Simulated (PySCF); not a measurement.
Computed data sheet: `CO[SiH](C(Cl)(Cl)Cl)OC`

C₃H₇Cl₃O₂Si.
Numbering: `[CH3:1][O:2][SiH:3]([O:4][CH3:5])[C:6]([Cl:7])([Cl:8])[Cl:9]` (hydrogens: H10, H11, H12 on C1; H13 on Si3; H14, H15, H16 on C5)

Geometry (PBE0-D3(BJ)/def2-SVP, Å), atoms numbered from 1 in this order:
```
atom  x, y, z in Å
C1     2.9940    1.9606   -1.0976
O2     1.7734    1.2970   -1.2902
Si3    0.3727    1.7970   -1.9870
O4    -0.7972    0.6968   -1.6790
C5    -1.2353    0.2396   -0.4231
C6    -0.1044    3.5000   -1.2224
Cl7    1.0041    4.7390   -1.8799
Cl8   -1.7775    3.9003   -1.6646
Cl9    0.0558    3.4412    0.5524
H10    2.8871    2.8044   -0.3962
H11    3.7142    1.2447   -0.6749
H12    3.4063    2.3479   -2.0452
H13    0.4479    1.9835   -3.4528
H14   -0.3889   -0.0052    0.2394
H15   -1.8650    0.9957    0.0746
H16   -1.8361   -0.6687   -0.5759
```

Some functional groups and rings: C–Cl bond, Si–H bond and C–Si bond.

**PBE0-D3(BJ)/def2-SVP geometry optimisation, gas phase (PySCF)**

```yaml
Point_group: C1
Rotational_constants_A_B_C: 0.935, 0.821, 0.618 GHz
```

**wB97X-D/def2-SVPD ground state, ΔSCF and vertical TDDFT (core frozen in the response) (PySCF)**

```yaml
Dipole_moment: 1.46 D
HOMO_energy: -10.04 eV
LUMO_energy: 0.80 eV
HOMO–LUMO_gap: 10.84 eV
Lowest_singlet_excitation: 6.11 eV (203 nm, f = 0.005)
Strongest_line_among_the_10_lowest_singlet_transitions: S7 at 7.34 eV (169 nm, f = 0.057)
Lowest_triplet_excitation_Tamm–Dancoff: 5.62 eV
Static_isotropic_polarisability: 107.6 au
Vertical_ionisation_energy: 10.12 eV
Electronic_spatial_extent_⟨r²⟩_about_the_centre_of_nuclear_charge: 2052 bohr²
```

CAM-B3LYP/pcSseg-1 ground state and GIAO shieldings, non-relativistic (PySCF):

```yaml
13C_chemical_shifts_computed_TMS_as_zero_by_class: 108.7 (C6), 53.1 (C1/C5) ppm
1H_chemical_shifts_computed_TMS_as_zero_by_class: 4.19 (H13), 3.77 (H10/H11/H12/H14/H15/H16) ppm
Isotropic_shieldings_of_nuclei_other_than_C_and_H_by_class: 314 (O2/O4), 394 (Si3), 543 (Cl7/Cl8/Cl9) ppm
```

delta-SCF UKS SCAN, pcX-2 on the ionised atom, pcseg-1 elsewhere, spin-free X2C; 2p3/2 from a spin–orbit splitting computed afterwards within the 2p shell (PySCF):

```yaml
Core_binding_energies: Si2p3/2 108.0 (Si3), Cl2p3/2 206.4 (Cl7/Cl8/Cl9), C1s 292.7 (C1/C5), C1s 294.5 (C6), O1s 538.4 (O2/O4), Si1s 1848.1 (Si3), Cl1s 2829.0 (Cl7/Cl8/Cl9) eV
```

Monoisotopic mass (most abundant isotopes): 207.9281 u.

The rotational constants make it an asymmetric top with κ = (2B − A − C)/(A − C) = 0.3, nearer the oblate limit (+1). The polarisability is 15.95 Å³ as a volume (1 au = 0.148185 Å³), or 1.02 au for each of the 106 electrons. The principal polarisabilities are 98.4, 108.3 and 116.1 au; their mean is the isotropic value. The ΔSCF ionisation energy exceeds −ε(HOMO) by 0.08 eV with wB97X-D.

One conformer (not necessarily the lowest) at the PBE0-D3(BJ)/def2-SVP geometry, without solvent or vibrations. The shieldings hold no spin–orbit term; for a carbon that bears several chlorines this term is known to matter. NMR classes are plain means over equivalent atoms (diastereotopic ones count apart unless rotation or inversion swaps them), as if these changed places fast; in this geometry the members of some classes differ.

For the NMR shielding job (CAM-B3LYP/pcSseg-1), time: 52 s; peak memory 1.2 GiB. Hardware: one thread, Arm Neoverse V1 (aarch64), on a shared host.
